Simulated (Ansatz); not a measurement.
All numbers were calculated with Ansatz.

A structure relaxed at PBE0-D4/def2-TZVP, charge 0, multiplicity 1:

Cartesian coordinates in Å:
```
P -2.510 -0.116 0.832
B -0.716 -0.090 0.386
C 0.612 0.248 1.064
Si 0.574 0.767 -0.811
Zn 2.204 -0.300 -2.116
H -2.585 -1.084 1.862
H -3.073 -0.878 -0.215
H 0.668 0.871 1.954
H 1.355 -0.551 1.094
H 0.201 2.183 -1.089
H 3.270 -1.049 -2.959
```

Task: Give its formula and SMILES.

Result: CH6BPSiZn, `PB1C[SiH]1[ZnH]`.

Task: Summarise the bond lengths by kind.

Result: 1 × B–P 1.849 Å; 2 × H–P 1.411 to 1.416 Å; 1 × B–C 1.529 Å; 1 × B–Si 1.958 Å; 1 × C–Si 1.945 Å; 2 × C–H 1.088 to 1.091 Å; 1 × Si–Zn 2.344 Å; 1 × H–Si 1.491 Å; 1 × H–Zn 1.552 Å.
